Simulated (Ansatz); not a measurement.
Program: Ansatz. Geometries: PBE0-D4/def2-TZVP. ΔE: electronic, gas phase. CCSD(T)/CBS adds triple-zeta CCSD(T) − MP2 to the extrapolated MP2 energy (def2 sets, frozen cores). Functionals use def2-TZVPP. One conformer a species, not always the lowest.

Consider the isomerisation: `OC1N[SiH2]1` → `CO[Si]N`.

`OC1N[SiH2]1`:

```xyz
9

O     0.253   -1.610    0.357
C    -0.512   -0.486    0.036
N     0.005    0.417   -1.003
Si    0.193    1.144    0.542
H     0.015   -2.322   -0.246
H    -1.575   -0.707   -0.070
H     0.692    0.063   -1.652
H     1.491    1.106    1.252
H    -0.561    2.395    0.784
```

`CO[Si]N`:

Z-matrix (Å, degrees):
```
C
O 1 1.408
H 1 1.093 2 109.6
H 1 1.097 2 112.1 3 -120.5
H 1 1.093 2 109.6 3 119.0
Si 2 1.660 1 122.8 3 120.5
N 6 1.705 2 97.4 1 180.0
H 7 1.007 6 122.1 2 180.0
H 7 1.010 6 124.6 2 0.0
```

| level | ΔE (kcal/mol) | difference from CCSD(T)/CBS |
| --- | --- | --- |
| LDA (SPW92) | -49.4 | 6.3 |
| revPBE-D4 | -51.0 | 4.7 |
| r2SCAN0-D4 | -52.9 | 2.8 |
| CAM-B3LYP-D4 | -57.1 | -1.4 |
| ωB97M-V | -56.5 | -0.8 |
| B2PLYP | -57.0 | -1.3 |
| revPBE | -51.4 | 4.3 |
| r2SCAN | -52.2 | 3.5 |
| r2SCANh | -52.5 | 3.2 |
| r2SCAN0 | -52.8 | 2.9 |
| BHLYP | -58.4 | -2.7 |
| RPA@PBE/def2-TZVPP | -56.0 | -0.3 |
| CCSD/def2-SVP | -55.2 | 0.5 |
| CCSD(T)/def2-SVP | -54.2 | 1.5 |
| CCSD(T)/def2-TZVPP | -56.0 | -0.3 |
| MP2/CBS(def2) | -54.4 | 1.3 |
| CCSD(T)/CBS | -55.7 | 0 |

Largest T1 diagnostic among the species: 0.013.

From BLYP to BHLYP (50 % exact exchange), in def2-TZVPP and without D4, ΔE moves by −1.0 kcal/mol. In def2-TZVPP, CCSD(T) changes the Hartree–Fock value by +4.7 kcal/mol (the triples alone add +1.0 kcal/mol) and MP2 by +6.0 kcal/mol. Leaving LDA and LC-ωPBE aside and taking each functional with its dispersion term where it has one, the values, not all of them listed here, spread over 7.4 kcal/mol, from BHLYP-D4 to revPBE-D4. LDA lies +1.9 kcal/mol from PBE without D4.
